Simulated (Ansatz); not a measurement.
The lowest singlet and triplet of BF (SMILES [B]F); geometries from B3LYP-D3(BJ)/def2-TZVP, each state relaxed from the structure named, with no frequency check.
Singlet (charge 0, multiplicity 1):
```
atom   x (Å)   y (Å)    z (Å)
----  ------  ------  -------
B     0.0000  0.0000  -0.8132
F     0.0000  0.0000   0.4518
```
Triplet (charge 0, multiplicity 3):
```xyz
2

B      0.00000     0.00000    -0.84516
F      0.00000     0.00000     0.46954
```

```tsv
level	gap E(singlet) − E(triplet), adiabatic (kcal/mol)	cost
R-PBE/def2-TZVPP	-74.63	×1
R-r2SCAN/def2-TZVPP	-69.60	×2
U-PBE0/def2-TZVPP	-73.84	×1
R-BHLYP/def2-TZVPP	-78.62	×2
R-wB97X-V/def2-TZVPP	-82.06	×3
U-B2PLYP/def2-TZVPP	-79.80	×2
R-MP2/cc-pVTZ	-77.42	-
U-MP2/cc-pVQZ	-77.77	-
U-CCSD/cc-pVQZ	-82.42	-
R-CCSD(T)/cc-pVDZ	-82.85	×1
U-CCSD(T)/cc-pVQZ	-83.51	×20
SA-CASSCF(2,3)/cc-pVTZ	-81.09	-
FIC-NEVPT4(SD) on SA-CASSCF(2,3)/cc-pVQZ	-82.98	-
FIC-MRCISD+Q on SA-CASSCF(2,3)/cc-pVQZ	-83.08	-
```

The rows run from -83.51 (U-CCSD(T)/cc-pVQZ) to -69.60 kcal/mol (R-r2SCAN/def2-TZVPP). In cc-pVQZ the value moves U-MP2 -77.77, U-CCSD -82.42, U-CCSD(T) -83.51, a shift of -5.73 from U-MP2 to U-CCSD(T).

A positive gap puts the triplet lower; no zero-point energy. R- takes a restricted singlet. U- takes an unrestricted singlet (broken symmetry where lower, unprojected). The triplet is unrestricted in single-reference levels. Active spaces average the two states.

Frozen-core correlation.

Programs: Ansatz (a program for electronic structure). Each number belongs to the level named beside it.

Costs are rough ratios of core time to R-PBE/def2-TZVPP (about 1.1 s over the structures, on one shared machine); a dash marks a level with no comparable run of its own. 

Measured: 1Σ+ below a 3Πr by 29144.3 cm-1 = 83.3 kcal/mol (between the minima) [Huber and Herzberg (1979), NIST Chemistry WebBook].
